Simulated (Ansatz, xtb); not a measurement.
**BF2Si: where a starting geometry ends**

The starting geometry of this gas-phase doublet has its atoms placed at random.

```xyz
4

B     0.2347   -1.1321   -0.5158
F    -1.4178   -0.3930   -0.9831
F    -0.7520    0.6670   -1.2324
Si    0.2593    1.1309    0.2581
```

Q: One run relaxed it with r2SCAN-D4/def2-SVP. What is a likely outcome?

A: It ends as a structure given below by its coordinates. Distances that change by over a tenth: F3–Si4 (1.86 → 1.65 Å). Contacts that open: F2–F3 (1.28 → 4.16 Å). Contacts that close: B1–F2 (1.87 → 1.28 Å), B1–Si4 (2.39 → 1.98 Å).

The energy falls by 13.09 eV over 19 steps:

| step | E − E(last) (eV) |
| --- | --- |
| 1 | 13.092 |
| 3 | 5.359 |
| 5 | 1.435 |
| 7 | 0.437 |
| 9 | 0.236 |
| 11 | 0.135 |
| 13 | 0.105 |
| 15 | 0.042 |
| 17 | 0.003 |
| 19 | 0.000 |

Final geometry (Å):

```yaml
atoms:
  - { symbol: B, position_ang: [-0.6699, -0.7349, -0.7265] }
  - { symbol: F, position_ang: [-0.8921, -1.9990, -0.7420] }
  - { symbol: F, position_ang: [-0.4105, 2.1268, -0.9077] }
  - { symbol: Si, position_ang: [0.2967, 0.8798, -0.0968] }
```

From the same start GFN2-xTB reaches the same bonding as this run.

From so rough a start the end depends on the optimiser's path, so another program may land elsewhere. No frequencies were run, so the end isn't proven a minimum. Open shells are spin-unrestricted. Run with Ansatz 0.2.0, 3.1 min on 1 thread of Intel(R) Xeon(R) Processor @ 2.50GHz (Skylake/Cascade Lake), on a shared host.
